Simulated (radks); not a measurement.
Results of a calculation; reference values are marked as such.
Task: The mean radii <r> (bohr) of the occupied orbitals of an atom or ion are listed with their occupations. Code: a radial shooting solver on a logarithmic mesh with Libxc functionals. Model: scalar-relativistic Kohn-Sham, TASK exchange with Perdew-Wang LDA correlation, spin-polarised, spherical densities, finite nucleus; meta-GGA in the generalised Kohn-Sham scheme; Fermi nuclear charge, rms radius of each element as measured or else 0.836 A^(1/3) + 0.57 fm.

| orbital | occ. | <r> |
|---|---|---|
| 1s up | 1 | 0.07668 |
| 1s down | 1 | 0.07626 |
| 2s up | 1 | 0.3320 |
| 2s down | 1 | 0.3362 |
| 2p up | 2 | 0.2888 |

Name the element and its charge. Open shells, if any, are filled with parallel spins first.

Result: Z = 20, calcium, charge +14: Ca14+ in [He] 2s2 2p2. The 1s radius gives Z: for a bare nucleus <r> = (2 gamma + 1)/(2Z) with gamma = sqrt(1 - (Z/c)^2), 0.07446 bohr for Z = 20, and screening makes it slightly larger (0.07668 here). The occupations add up to 6, and the charge is Z minus that.
